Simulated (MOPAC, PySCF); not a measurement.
C2H5N, SMILES `C=CN`, neutral singlet in the gas phase. 

Cartesian coordinates (Å):
```xyz
8

C      1.1236     0.3241     0.2510
C     -0.0473    -0.3082     0.3181
N     -1.0618    -0.2679    -0.6176
H      1.8750     0.1595     1.0094
H      1.3666     0.9996    -0.5623
H     -0.2505    -0.9802     1.1473
H     -1.9918    -0.4147    -0.2633
H     -1.0137     0.4878    -1.2826
```
Charge 0, multiplicity 1.

All levels are single points at this geometry (PBE0-D3(BJ)/def2-TZVP); Pople sets use spherical d functions. Orbital energies aren't observables, and empty levels follow the basis.

HF/3-21G in PySCF gives HOMO (eV) = -8.33.

**Question.** Estimate the HOMO (eV) from each of these levels: PBE-D3(BJ)/def2-TZVP in PySCF; PBE0-D3(BJ)/def2-TZVP in PySCF; B3LYP/3-21G in PySCF; B3LYP/6-311+G** in PySCF; B3LYP/6-31G* in PySCF; M06-2X/6-31G* in PySCF; PBE/6-31G* in PySCF; SVWN5/6-31G* in PySCF; HF/6-31G* in PySCF; HF/STO-3G in PySCF; AM1 in MOPAC; PM7 in MOPAC.

**Answer.** 
| level | HOMO (eV) |
|---|---|
| PBE-D3(BJ)/def2-TZVP in PySCF | -4.84 |
| PBE0-D3(BJ)/def2-TZVP in PySCF | -6.00 |
| B3LYP/3-21G in PySCF | -5.17 |
| B3LYP/6-311+G** in PySCF | -5.85 |
| B3LYP/6-31G* in PySCF | -5.35 |
| M06-2X/6-31G* in PySCF | -6.85 |
| PBE/6-31G* in PySCF | -4.36 |
| SVWN5/6-31G* in PySCF | -4.48 |
| HF/6-31G* in PySCF | -8.38 |
| HF/STO-3G in PySCF | -6.72 |
| AM1 in MOPAC | -8.78 |
| PM7 in MOPAC | -8.87 |
